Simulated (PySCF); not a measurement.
# Diatomics of Al with group 15

PBE0 with double-zeta basis sets in PySCF, for the lowest determinant that a PBE0 search found; no spin–orbit coupling. De refers to high-spin ground-configuration atoms. A positive dipole means M(−)Al(+).

| M | basis | state (unpaired electrons) | Re (Å) | ωe (cm⁻¹) | De (eV) | μ (D) |
| --- | --- | --- | --- | --- | --- | --- |
| N | def2-SVPD | triplet (π ↑↑) | 1.941 | 621 | 2.64 | 1.34 |
| Sb | def2-SVPD | triplet (π ↑↑) | 2.753 | 259 | 1.88 | 0.70 |
| Bi | def2-SVP | triplet (π ↑↑) | 2.828 | 239 | 1.73 | 0.46 |

The shortest bond is that of AlN (1.941 Å), the longest that of AlBi (2.828 Å).

The rows differ in basis set, which adds steps of its own.

Down a group the atoms grow and get heavier, so bonds lengthen and wavenumbers fall; this series shows no clear exception.

These are scalar-relativistic numbers at best; spin–orbit coupling would shift them, the dissociation energy most. States were picked by a PBE0 search and need not be the measured ground states.
